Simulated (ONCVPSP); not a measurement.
## silver (Ag): excitation energies, all-electron against ONCV

```
Element                 : silver (Ag)
Generator               : ONCVPSP 4.0.1
Type                    : optimised norm-conserving Vanderbilt (ONCV)
Functional              : PBEsol
Relativity              : scalar-relativistic
Frozen core             : [Kr]
Valence charge          : 11
Reference configuration : 4d10 5s0.5 (charge +0.5)
Partial waves           : 5s: rc 2.30 bohr, ncon 4, nbas 8, qcut 2.5 1/bohr, 1 projector; p scattering state at 0.02 Ha: rc 2.05 bohr, ncon 4, nbas 9, qcut 3.3 1/bohr, 2 projectors, debl 3.1 Ha; 4d: rc 1.65 bohr, ncon 4, nbas 9, qcut 11.1 1/bohr, 2 projectors, debl 0.7 Ha
Local potential         : polynomial inside 1.35 bohr (lpopt 3, dvloc0 6 Ha)
Core correction         : Teter function, fcfact 2, rcfact 1.75
```

Energies are relative to the spin-unpolarised reference configuration 4d10 5s0.5; without spin polarisation the order of configurations can differ from experiment.

Q: Give the all-electron excitation energy and the error of the potential for: 4d10 5s1; 4d10 5s0; 4d9 5s0; 4d10 5s0 5p1.

A:

```csv
valence configuration,charge,ΔE all-electron (eV),error AE − PS (meV)
4d10 5s1,0,-3.020,-2.5
4d10 5s0,+1,4.726,-7.5
4d9 5s0,+2,26.840,-90
4d10 5s0 5p1,0,0.910,+0.9
```

Note: no bound ghost flagged; GHOST(+) flagged for s at 16.3 eV.
